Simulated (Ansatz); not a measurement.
A made-up structure of GaBH2F2, closed shell:

```xyz
6
angstrom
F 1.5262 -1.2835 0.7047
B 0.2845 -0.9895 0.3546
F -0.5887 -1.9776 0.4642
Ga -0.2669 0.9284 -0.3328
H -0.2067 1.2860 -1.8596
H 2.3504 -1.0887 1.0376
```

It is relaxed with PBE-D4/def2-SVP and then PBE0-D4/def2-TZVP (Ansatz 0.2.0). Atoms count as bonded within 1.22 times the sum of their covalent radii (H–H: 0.88 Å). The end point is not checked to be a true minimum.

Problem. Does its bonding change? (Judge from chemistry; the calculation decides.)

Solution. Computed: Yes. Formed: none; broken: F1–B2.

Where it ends: The first stage lowers the energy by 2.66 eV in 29 steps. It ends as a complex of GaBHF ([F][B][GaH]) + HF:
| atom | x (Å) | y (Å) | z (Å) |
| --- | --- | --- | --- |
| F1 | 2.4436 | -1.3057 | 1.2832 |
| B2 | -0.7342 | -1.1255 | -0.0903 |
| F3 | -0.7917 | -2.2249 | 0.5229 |
| Ga4 | 0.5489 | 0.6378 | -0.5927 |
| H5 | -0.4434 | 1.5189 | -1.5012 |
| H6 | 2.0756 | -0.6255 | 0.7467 |

Labels in which every atom is bracketed show which atoms are joined, not bond orders.

For scale, one of the runs: PBE0-D4/def2-TZVP relaxation, 153 basis functions, launched by `ansatz run in.yaml --threads 2 --pin off --events-out ev --progress --plain --max-ram 4352MiB`. Hardware: 2 CPU threads of an Arm Neoverse V1, shared host. Wall time about 69 s.
